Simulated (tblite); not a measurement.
Compound: C7H11FSSi.
SMILES with atom numbers: `[CH2:1]=[C:2]([CH3:3])[C@@H:4]1[CH2:5][Si@H:6]([F:7])[CH2:8][C:9]1=[S:10]` (hydrogens: H11, H12 on C1; H13, H14, H15 on C3; H16 on C4; H17, H18 on C5; H19 on Si6; H20, H21 on C8)

Computed geometry: GFN2-xTB, gas phase.

(1) What internal coordinates does the optimisation give?

Results:

(1) 
| bond | length (Å) |
| --- | --- |
| C1=C2 | 1.323 |
| C2–C3 | 1.496 |
| C2–C4 | 1.520 |
| C4–C5 | 1.541 |
| C5–Si6 | 1.901 |
| Si6–F7 | 1.618 |
| Si6–C8 | 1.902 |
| C8–C9 | 1.487 |
| C9=S10 | 1.623 |
| C4–C9 | 1.506 |
| C1–H11 | 1.077 |
| C1–H12 | 1.076 |
| C3–H13, C3–H14, C3–H15 | 1.089 |
| C4–H16 | 1.094 |
| C5–H17 | 1.090 |
| C5–H18 | 1.089 |
| Si6–H19 | 1.450 |
| C8–H20 | 1.088 |
| C8–H21 | 1.094 |

Bonds in one row agree within 0.01 Å and their mean is given. A selection of angles:
| angle | degrees |
| --- | --- |
| C1–C2–C3 | 122.7 |
| C1–C2–C4 | 123.2 |
| C3–C2–C4 | 114.0 |
| C2–C4–C5 | 114.4 |
| C2–C4–C9 | 105.8 |
| C5–C4–C9 | 109.4 |
| C4–C5–Si6 | 106.8 |
| C5–Si6–F7 | 112.2 |
| C5–Si6–C8 | 93.8 |
| F7–Si6–C8 | 110.7 |
| Si6–C8–C9 | 104.4 |
| C8–C9–S10 | 123.4 |
| C4–C9–C8 | 114.0 |
| C4–C9–S10 | 122.6 |

Torsions: C1–C2–C4–C5 31° (synclinal); C2–C4–C5–Si6 -96° (anticlinal); C4–C5–Si6–F7 111° (anticlinal); C5–Si6–C8–C9 -16° (synperiplanar); Si6–C8–C9–S10 -146° (anticlinal); C2–C4–C9–C8 86° (synclinal).

Of the pairs four or more bonds apart, Si6···H12 is among the closest relative to their van der Waals radii: 2.96 Å, 90 % of the sum of Bondi's values. The 5-membered ring C4–C5–Si6–C8–C9 has internal angles of 93.8° to 114.0°; it is puckered, 0.14 Å rms from its mean plane, widest ring torsion 38°. The C–C distances run from 1.323 Å (C1=C2, drawn double) to 1.541 Å (C4–C5, drawn single), a spread of 0.218 Å. Si6 (fluorine-bound silicon) has angles from 93.8° to 118.1°.

Point group: C1 (no symmetry element, even within 0.4 Å). Its GFN2-xTB frequencies are all real (lowest 46 cm⁻¹). The numbers are those of one conformer. 3 starts were optimised and ended at 0.00, 2.71 and 3.06 kcal/mol (GFN2-xTB); the lowest of these is shown.

On one thread of an Arm Neoverse N1, no GPU, on a shared host, this took 2.2 s. This is the geometry optimisation.
